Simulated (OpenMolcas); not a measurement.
**Al: effect of the IPEA shift**

```
Program             : OpenMolcas
Basis               : ANO-RCC-VTZP [5s4p2d1f]
Scalar Hamiltonian  : DKH2, point nucleus
Active space        : 3 electrons in 4 orbitals (3s 3p)
State averaging     : 2S+1 = 4 odd, 1 root (0 in the spin-orbit step); 2S+1 = 2 odd, 3 roots kept (CI in the orbitals of an earlier block); 2S+1 = 4 even, 3 roots; 2S+1 = 2 even, 5 roots kept (CI in the orbitals of an earlier block)
Spin-orbit coupling : state interaction with AMFI integrals over the reference wave functions, term energies averaged over their components
```

Methods on the same reference wave functions:
A. CASSCF
B. SS-CASPT2, IPEA 0 Eh, imaginary shift 0.1 Eh (closed shells correlated: 2s 2p)
C. SS-CASPT2, IPEA 0.25 Eh, imaginary shift 0.1 Eh (closed shells correlated: 2s 2p)

Energies in cm⁻¹ above 3s² 3p ²P°_1/2, the measured ground level; measured values from NIST Handbook of Basic Atomic Spectroscopic Data.

| Level | A | B | C | Measured |
| --- | --- | --- | --- | --- |
| 3s² 3p ²P°_1/2 | 0.0 | 0.0 | 0.0 | 0.0 |
| 3s² 3p ²P°_3/2 | 105 | 105 | 105 | 112 |
| 3s 3p² ⁴P_1/2 | 22645 | 27484 | 26820 | 29020 |
| 3s 3p² ⁴P_3/2 | 22682 | 27521 | 26857 | 29067 |
| 3s 3p² ⁴P_5/2 | 22744 | 27583 | 26919 | 29143 |
| 3s 3p² ²D_3/2 | 45317 | 37498 | 40709 |  |
| 3s 3p² ²D_5/2 | 45317 | 37498 | 40709 |  |

Deviations, from unrounded energies. A percentage is the sum of absolute deviations over the sum of measured energies, with the sign that they share, or ± where signs differ.

```tsv
Against measurement	Levels	A	B	C
mean absolute deviation (cm-1)	4	4800	1200	1700
fine structure of the ground term (%)	1	-6.5	-6.5	-6.5
other configurations (%)	3	-22.0	-5.3	-7.6
```

B lies closest to measurement on these levels and A furthest from it. The largest miss of B in the table is 3s 3p² ⁴P_5/2, by -1600 cm-1. The ranking rests on the paired levels alone, and a cruder setting can come out closer through cancelling errors.

Between B and C the level of the table that moves most is 3s 3p² ²D_3/2, by 3200 cm-1 (lowest in B, highest in C).

The lowest spin-free term lies below A's lowest term by 0.242 hartree in B, 0.236 hartree in C.

Over all roots computed the reference weight is 0.86 to 0.97 in B, 0.92 to 0.98 in C; the roots of lowest weight are the least certain, and an intruder state may touch them. Terms from blocks run as CI alone lack orbitals of their own. Terms of s pⁿ other than that of highest spin mix with s² pⁿ⁻² d, which this space lacks; all of them can be thousands of cm-1 off, and some have no real level of that name. Without dynamic correlation excited terms often stand tens of per cent too high (terms of higher spin than the ground term too low), and those without a measured partner can miss by more than the paired ones (holds for A). Measured partners are found by configuration, term and J. A level has none where our copy of the source lacks it or the pairing is in doubt (some pairs that miss far off the trend of their configuration count as doubtful), and it then counts in no deviation. Only configurations of the active space appear.

° marks odd parity.
